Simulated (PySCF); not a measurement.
Exercise with solution: oscillator strength and radiative lifetime

H8NSi2, SMILES [SiH3][NH2+][SiH3], charge +1.

Geometry: PBE0-D3(BJ)/def2-SVP. The isomer is the one that the SMILES or the coordinates give; other isomers of the formula were not compared.

TDA-PBE/def2-SVPD (PySCF) puts the first singlet state with f over 0.02 at 8.71 eV (vertical), with the transition dipole (-0.312, 0.000, 0.000) in atomic units.

Problem. Find the oscillator strength, the wavelength and the radiative lifetime that this transition would have in vacuum if emission retraced absorption.

Solution. 
|μ|² = 0.0973 au, so |μ| = 0.79 D. ΔE = 8.71/27.211 = 0.3201 hartree. f = (2/3) ΔE |μ|² = 0.021 (the program prints 0.021).
λ = 1239.84/8.71 = 142 nm; ν = 70251 cm⁻¹.
Einstein's coefficient A = 0.6670 ν² f s⁻¹ (ν in cm⁻¹) = 6.8e7 s⁻¹, so τ = 1/A = 15 ns. This state is S7; the lower singlets have f = 0.000, 0.000, 0.001, 0.007, 0.000, 0.001. The figure is the radiative limit of this one transition; relaxation, internal conversion, crossing to triplets and a medium change what is measured.
